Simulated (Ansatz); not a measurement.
Z-matrix (Å, degrees):
```
B
Cl 1 1.946
C 1 1.554 2 80.8
H 1 1.196 2 109.9 3 -112.6
H 1 1.195 2 110.8 3 112.7
C 3 1.442 1 154.9 2 -73.2
O 3 1.287 1 139.4 2 96.5
H 6 1.084 3 119.7 1 -88.8
H 6 1.082 3 119.5 1 74.4
```

The species carries charge 0 and has multiplicity 1. The bonds changed during the relaxation, so this is another structure than the one it started from.

Problem. List the PBE/def2-TZVPP orbital energies in eV (Ansatz). (Best estimate.)

Solution. Ansatz gave: Occupied: -2738.84, -513.42, -272.66, -271.81, -249.37, -190.09, -189.92, -189.86, -176.63, -30.14, -20.41, -18.30, -16.24, -13.99, -13.75, -12.33, -10.40, -9.92, -9.09, -8.63, -8.24, -7.25, -6.75. Lowest empty: -3.17, -0.81, 0.32, 0.50, 1.39, 1.91, 2.06, 2.22.
